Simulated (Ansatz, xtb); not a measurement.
Two isomers of C5H7N3O

Structure X: `CC(=O)n1cc(C)nn1`, a singlet. Structure Y: `Cc1nn(C)nc1C=O`, a singlet. Both are isolated molecules in the gas phase, relaxed with PBE0-D3(BJ)/def2-SVP; each stands in its lowest conformer found.

X (Å):

```xyz
16

C     0.5342   -0.6940    3.3923
C     0.3552    0.3761    2.3639
C    -0.7268    0.7716    0.1516
C    -1.4726   -0.0564   -0.6482
C    -2.1139    0.1897   -1.9653
N    -0.4128   -0.0032    1.2290
N    -1.5660   -1.2722   -0.0156
N    -0.9361   -1.2344    1.0958
O     0.7948    1.4914    2.4211
H    -0.4431   -1.0371    3.7600
H     1.0237   -1.5719    2.9480
H     1.1363   -0.2868    4.2118
H    -0.3941    1.8019    0.0725
H    -1.7376   -0.5196   -2.7176
H    -3.2030    0.0470   -1.8992
H    -1.9171    1.2103   -2.3185
```

Y (Å):

```yaml
atoms:
  - { symbol: C, position_ang: [1.5677, 0.3571, -2.1452] }
  - { symbol: C, position_ang: [0.3290, 0.5496, -1.3520] }
  - { symbol: C, position_ang: [-2.6405, 2.2107, -0.6091] }
  - { symbol: C, position_ang: [-0.1591, -0.1950, -0.2481] }
  - { symbol: C, position_ang: [0.4153, -1.3602, 0.4209] }
  - { symbol: N, position_ang: [-0.5488, 1.5171, -1.5900] }
  - { symbol: N, position_ang: [-1.4919, 1.3433, -0.6762] }
  - { symbol: N, position_ang: [-1.3170, 0.3472, 0.1449] }
  - { symbol: O, position_ang: [1.4582, -1.8746, 0.0930] }
  - { symbol: H, position_ang: [1.6328, 1.1186, -2.9326] }
  - { symbol: H, position_ang: [1.5859, -0.6437, -2.6008] }
  - { symbol: H, position_ang: [2.4563, 0.4199, -1.5002] }
  - { symbol: H, position_ang: [-3.2577, 1.8790, 0.2323] }
  - { symbol: H, position_ang: [-3.2118, 2.1482, -1.5456] }
  - { symbol: H, position_ang: [-2.3149, 3.2484, -0.4553] }
  - { symbol: H, position_ang: [-0.1953, -1.7460, 1.2742] }
```

Task: Estimate E(Y) − E(X) at the level CCSD(T)/def2-SVP + ΔMP2/def2-TZVPP.

Result: Calculated at CCSD(T)/def2-SVP + ΔMP2/def2-TZVPP: E(Y) − E(X) = +20.7 kJ/mol, so structure X lies lower.

The same difference at several levels:

```csv
level,geometry,E(Y) − E(X) (kJ/mol),departure from the last row (kJ/mol),"job, with rough time for the two"
GFN2-xTB,GFN2-xTB,+22.7,+2.0,"optimisation, 0.11 s"
HF/STO-3G,GFN2-xTB,+30.0,+9.3,"single point, 0.44 s"
r2SCAN-D4/def2-SVP,GFN2-xTB,+14.8,−5.9,"single point, 4.8 s"
PBE0-D3(BJ)/def2-SVP,PBE0-D3(BJ)/def2-SVP,+14.4,−6.3,"optimisation, 99 s"
HF/def2-SVP,PBE0-D3(BJ)/def2-SVP,+15.7,−5.0,part of the CCSD(T) run
MP2/def2-SVP,PBE0-D3(BJ)/def2-SVP,+7.4,−13.3,part of the CCSD(T) run
CCSD(T)/def2-SVP,PBE0-D3(BJ)/def2-SVP,+13.8,−6.9,single point
CCSD(T)/def2-SVP + ΔMP2/def2-TZVPP,PBE0-D3(BJ)/def2-SVP,+20.7,,"single point, 2.9 min"
```

As drawn, both hold the same kinds of bond in the same numbers.

None of the levels shown reverses the order. The largest departure from CCSD(T)/def2-SVP + ΔMP2/def2-TZVPP is that of MP2/def2-SVP, 13.3 kJ/mol. The last row adds to CCSD(T) the change of the MP2 difference between the two basis sets, here +6.9 kJ/mol.

With thermal terms from frequencies at re-optimised GFN2-xTB minima (ideal gas, soft modes damped towards free rotors, one conformer each, 298.15 K, 1 atm): on the last row, ΔE + ΔZPE = +20.4, ΔH = +20.9, ΔG = +20.2 kJ/mol.

The correlated steps freeze 9 core orbitals. Codes used: Ansatz 0.2.0, xtb 6.7.1; the last row on 4 threads of Arm Neoverse V2 on a shared host.
